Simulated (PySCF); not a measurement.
Br₃Zr, doublet, at a GFN2-xTB geometry (such geometries of metal compounds can be far from the true shape) (the multiplicity is a formal guess) (all electrons, no relativity). Base run: CAMB3LYP/3-21G run with PySCF.

Geometry (Å):
```xyz
4

Zr    -0.3333     0.3026     0.6484
Br    -1.6292    -1.5044    -0.5015
Br     0.1014     1.9216    -1.2109
Br     1.9087    -0.7630     0.9714
```
Charge 0, spin multiplicity 2.
Orbitals are unrestricted.
All else is at PySCF's defaults.
Base energy -11210.16508 Eh.

Variants of this job, named by their change:

| change | ΔE vs base (mEh) | SCF cycles | <S^2> |
|---|---|---|---|
| base | 0.000 | 10 | 0.753 |
| level_shift = 0.3 (with mf.max_cycle = 100) | 0.000 | 20 | 0.753 |
| level_shift = 0.5 (with mf.max_cycle = 100) | 0.000 | 28 | 0.753 |
| init_guess = mod_huckel | 0.000 | 29 | 0.753 |
| init_guess = 1e | 0.000 | 19 | 0.753 |
| conv_tol = 1e-7 | 0.000 | 9 | 0.753 |
| diis = off; damp = 0.3 (with mf.diis_start_cycle = 200; with mf.max_cycle = 150) | 0.000 | 46 | 0.753 |
| init_guess = atom | 0.000 | 11 | 0.753 |
| level_shift = 1.0 (with mf.max_cycle = 100) | 0.000 | 47 | 0.753 |
| diis_space = 20 | 0.000 | 10 | 0.753 |
| conv_tol = 1e-11 | 0.000 | 12 | 0.753 |
| level_shift = 0.1 (with mf.max_cycle = 100) | 0.000 | 14 | 0.753 |
| diis_space = 2 | 0.000 | 17 | 0.753 |

Open shells are given as the SCF converged; they aren't shown to be the lowest states, and a large step between rows can be another state.
